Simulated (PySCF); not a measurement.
H4SeSiZn. Atoms are numbered in the order given.

```xyz
7

Zn    -0.1697    -0.2968     0.3374
Se     0.5824     1.1504    -1.3210
H      1.9562     1.0550    -0.7826
Si    -0.9494    -1.7790     2.0245
H     -1.8598    -2.8207     1.4563
H     -1.7051    -1.0511     3.0901
H      0.1898    -2.4885     2.6849
```

Geometry optimised at B3LYP-D3(BJ)/def2-SVP. The structure was generated by enumeration; whether it is a known compound was not checked. The values are those of a single conformer.

Computed with TDDFT-ωB97X/def2-SVPD in PySCF.

Vertical excitations. The molecule is in vacuum.

Computed lowest excited states:
```csv
state,energy (eV),λ (nm),f,main pairs
S1,4.92,252,0.000,HOMO→LUMO 89 %
S2,5.30,234,0.015,HOMO−1→LUMO 94 %
S3,5.33,233,0.045,HOMO→LUMO+2 86 %
S4,5.57,223,0.007,HOMO→LUMO+1 82 %
S5,5.61,221,0.028,HOMO−1→LUMO+1 94 %
S6,5.84,212,0.000,"HOMO→LUMO+4 50 %, HOMO→LUMO+3 27 %"
S7,6.51,191,0.909,HOMO−1→LUMO+2 77 %
S8,7.16,173,0.420,"HOMO−1→LUMO+3 35 %, HOMO−1→LUMO+4 26 %, HOMO−2→LUMO+2 11 %, HOMO−1→LUMO+2 6 %"
S9,7.58,164,0.068,HOMO−2→LUMO 74 %
S10,7.65,162,0.002,"HOMO→LUMO+3 42 %, HOMO→LUMO+4 22 %, HOMO→LUMO+5 12 %, HOMO→LUMO+6 11 %"
T1,4.79,259,0,"HOMO→LUMO 67 %, HOMO→LUMO+4 10 %"
T2,4.80,258,0,HOMO−1→LUMO 91 %
T3,5.03,247,0,"HOMO−1→LUMO+1 57 %, HOMO→LUMO+2 32 %"
T4,5.11,242,0,"HOMO→LUMO+2 45 %, HOMO−1→LUMO+1 34 %, HOMO→LUMO 11 %"
```
Triplets are in the Tamm–Dancoff approximation, which puts them higher than full response would, so one can lie above its singlet here.
